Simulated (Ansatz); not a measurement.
CS, charge +1, doublet, at a GFN2-xTB geometry (a state made from the parent by changing its charge; the spin is typed, not shown lowest); PBE/6-31G** run with Ansatz (an electronic-structure program).

Ansatz was given this input:
Ansatz 0.2 input:
```yaml
crystal:
  periodic: [false, false, false]
  atoms:
    - {symbol: C, position_ang: [-0.00000000, -0.00000000, -1.07903369]}
    - {symbol: S, position_ang: [0.00000000, 0.00000000, 0.40463763]}
basis:
  gaussian:
    orbitals: 6-31G__.json
hamiltonian:
  xc: pbe
total_charge: 1
magnetization: {spin_polarized: true, initial_magnetization: 1}
```
The basis file holds 6-31G** in the JSON format of the Basis Set Exchange.

Output, abridged:

```
Functional definition: PBE
369 factors; their error is unknown
mean field evaluation 1: about -11847.5792 eV, gradient 3.0e1 eV
mean field evaluation 2: about -11827.1610 eV, gradient 5.8e1 eV
mean field evaluation 4: about -11852.0284 eV, gradient 6.1e0 eV
mean field evaluation 8: about -11852.2260 eV, gradient 1.1e-1 eV
mean field evaluation 16: about -11852.2261 eV, gradient 1.7e-6 eV
mean field -11852.22614287 eV, -435.5612770231 hartree, gradient 1.6e-6 eV, S^2 0.778042; 0 other end points of the search recorded, 0 dependent functions left out
reference -11852.22616167 eV, -435.5612777139 hartree; 11, 10 occupied and 23, 24 virtual orbitals, 369 factors
Total energy: -11852.22616167 eV, -435.5612777139 hartree
```
